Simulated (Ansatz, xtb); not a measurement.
## Two structures of C2SeSn

Structure I is a triplet given by its coordinates and structure II is a singlet given by its coordinates. Both are isolated molecules in the gas phase, relaxed with PBE0-D3(BJ)/def2-SVP.

I (Å):

```xyz
4

C     0.0000    0.0000   -0.7243
C     0.0000    0.0000    0.5325
Se    0.0000    0.0000   -2.4755
Sn    0.0000    0.0000    2.6673
```

Close contacts (Å): C1–C2 1.26, C1–Se3 1.75, C2–Sn4 2.13.

II (Å):

```csv
atom,x (Å),y (Å),z (Å)
C,0.5778,1.3179,-0.0817
C,0.0548,1.5529,-1.2277
Se,-0.7424,1.2175,-2.8615
Sn,-0.0011,-0.6583,-0.9856
```

Close contacts (Å): C1–C2 1.28, C1–Sn4 2.25, C2–Se3 1.85, C2–Sn4 2.23, Se3–Sn4 2.75.

Task: Estimate which is lower in electronic energy at CCSD(T)/def2-TZVPP, and by roughly how much.

Result: The CCSD(T)/def2-TZVPP calculation puts structure II lower, by 104.3 kJ/mol.

Level by level:

```csv
level,geometry,E(II) − E(I) (kJ/mol),departure from the last row (kJ/mol),"job, with rough time for the two"
PBE0-D3(BJ)/def2-SVP,PBE0-D3(BJ)/def2-SVP,−68.9,+35.4,"optimisation, 4.6 min"
HF/def2-TZVPP,PBE0-D3(BJ)/def2-SVP,+0.4,+104.7,part of the CCSD(T) run
MP2/def2-TZVPP,PBE0-D3(BJ)/def2-SVP,−152.0,−47.8,part of the CCSD(T) run
CCSD(T)/def2-TZVPP,PBE0-D3(BJ)/def2-SVP,−104.3,,"single point, 3.1 min"
```

HF/def2-TZVPP finds them nearly level. The largest departure from CCSD(T)/def2-TZVPP is that of HF/def2-TZVPP, 104.7 kJ/mol. A small imaginary or near-zero mode remains, so no thermal terms are given. At CCSD(T)/def2-TZVPP a singlet with the links of I lies below this triplet. Levels run at GFN2-xTB geometries aren't shown.

Open shells are spin-unrestricted. The correlated steps freeze 15 core orbitals; the filled d shell of Se and Sn is correlated, in a basis made for valence electrons. Atoms past krypton carry core potentials in the def2 sets and no spin–orbit term is included. Programs: Ansatz 0.2.0; the last row on 2 threads of Arm Neoverse V2 on a shared host.
